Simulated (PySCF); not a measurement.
Species, as SMILES: PP (P2H4).
Geometry (B3LYP-D3(BJ)/def2-TZVP, fixed):
```xyz
6

P     -1.0203    -0.4713    -0.0535
P      1.0203     0.4711     0.0549
H     -1.5176     0.2567     1.0604
H     -1.5148     0.4895    -0.9757
H      1.5219    -0.4987     0.9637
H      1.5105    -0.2449    -1.0699
```
Charge 0, spin multiplicity 1.

How fast the isotropic shielding of H3 converges with the basis for several methods (PySCF): deviation from each method's own reference, in ppm. References: HF 29.39 ppm, the value in pcseg-3; PBE 28.77 ppm, the value in pcseg-3; PBE0 28.88 ppm, the value in pcseg-3. All functions are spherical. No added dispersion term, no relativity. GIAO; atoms are numbered in the order shown.

```csv
basis,functions,HF,PBE,PBE0
3-21G,34,1.77,1.38,1.45
def2-SVP,56,0.42,0.37,0.36
pcseg-1,56,0.19,0.14,0.15
6-31G**,56,0.25,0.21,0.20
aug-pcseg-1,90,0.23,0.23,0.24
cc-pV(T+d)Z,134,0.09,0.12,0.10
jun-cc-pV(T+d)Z,152,0.03,0.06,0.05
pcseg-3,260,0.00,0.00,0.00
```

Mean absolute deviation over cc-pV(T+d)Z, jun-cc-pV(T+d)Z: HF 0.06, PBE0 0.08, PBE 0.09 ppm.
